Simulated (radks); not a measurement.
The numbers below are computed, except where a source is named.
Q: The mean radii <r> (bohr) of the occupied orbitals of an atom or ion are listed with their occupations. Level of theory: scalar-relativistic Kohn-Sham, PBEsol, spin-polarised, spherical densities, finite nucleus; Fermi nuclear charge, rms radius of each element as measured or else 0.836 A^(1/3) + 0.57 fm (a radial shooting solver on a logarithmic mesh with Libxc functionals).

orbital  occ.      <r>
1s down     1  0.03264
1s up       1  0.03264
2s up       1   0.1420
2s down     1   0.1420
2p up       3   0.1238
2p down     3   0.1237
3s up       1   0.3910
3s down     1   0.3909
3p up       3   0.3907
3p down     3   0.3907
3d up       5   0.3705
3d down     5   0.3704
4s up       1   0.9786
4s down     1   0.9764
4p up       3    1.076
4p down     3    1.074
4d up       5    1.437
4d down     2    1.454

Name the element and its charge. Open shells, if any, are filled with parallel spins first.

A: Z = 45, rhodium, charge +2: Rh2+ in [Kr] 4d7. The 1s radius gives Z: for a bare nucleus <r> = (2 gamma + 1)/(2Z) with gamma = sqrt(1 - (Z/c)^2), 0.0321 bohr for Z = 45, and screening makes it slightly larger (0.03264 here). The occupations add up to 43, and the charge is Z minus that.
